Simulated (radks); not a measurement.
Dispersion coefficients C6 (hartree bohr^6) between ground-configuration atoms and ions, from the Casimir-Polder integral (3/pi) of alpha_A(iw) alpha_B(iw). Calculated with a radial shooting solver on a logarithmic mesh with Libxc functionals: non-relativistic Kohn-Sham, LB94 model potential, spin-polarised, spherical densities, point nucleus; open shells are filled with parallel spins first. Response by self-consistent Sternheimer equations with the Hartree and adiabatic LDA kernel. For heavy and open-shell atoms this level of theory can miss by tens of per cent.

\begin{tabular}{lrrrrrrrrr}
C6 & Ni & Cu+ & Zn2+ & Ga3+ & Ge4+ & As5+ & Se6+ & Br7+ & Kr8+ \\ \hline
Ni & 261.6 &  &  &  &  &  &  &  &  \\
Cu+ & 61.85 & 18.78 &  &  &  &  &  &  &  \\
Zn2+ & 31.88 & 10.86 & 6.599 &  &  &  &  &  &  \\
Ga3+ & 18.88 & 6.942 & 4.373 & 2.977 &  &  &  &  &  \\
Ge4+ & 12.25 & 4.754 & 3.073 & 2.137 & 1.559 &  &  &  &  \\
As5+ & 8.475 & 3.420 & 2.255 & 1.594 & 1.179 & 0.9017 &  &  &  \\
Se6+ & 6.143 & 2.553 & 1.710 & 1.224 & 0.9159 & 0.7073 & 0.5594 &  &  \\
Br7+ & 4.613 & 1.962 & 1.330 & 0.9624 & 0.7269 & 0.5660 & 0.4509 & 0.3657 &  \\
Kr8+ & 3.561 & 1.542 & 1.056 & 0.7711 & 0.5871 & 0.4603 & 0.3691 & 0.3011 & 0.2491 \\
\end{tabular}

Static polarisabilities (bohr^3): Ni ([Ar] 3d8 4s2) 36.78, Cu+ ([Ar] 3d10) 5.731, Zn2+ ([Ar] 3d10) 2.484, Ga3+ ([Ar] 3d10) 1.336, Ge4+ ([Ar] 3d10) 0.8150, As5+ ([Ar] 3d10) 0.5405, Se6+ ([Ar] 3d10) 0.3798, Br7+ ([Ar] 3d10) 0.2786, Kr8+ ([Ar] 3d10) 0.2111. The combination rule 2 Ca Cb / ((alpha_b/alpha_a) Ca + (alpha_a/alpha_b) Cb) gives 0.4538 for As5+-Kr8+, against 0.4603 from the integral.
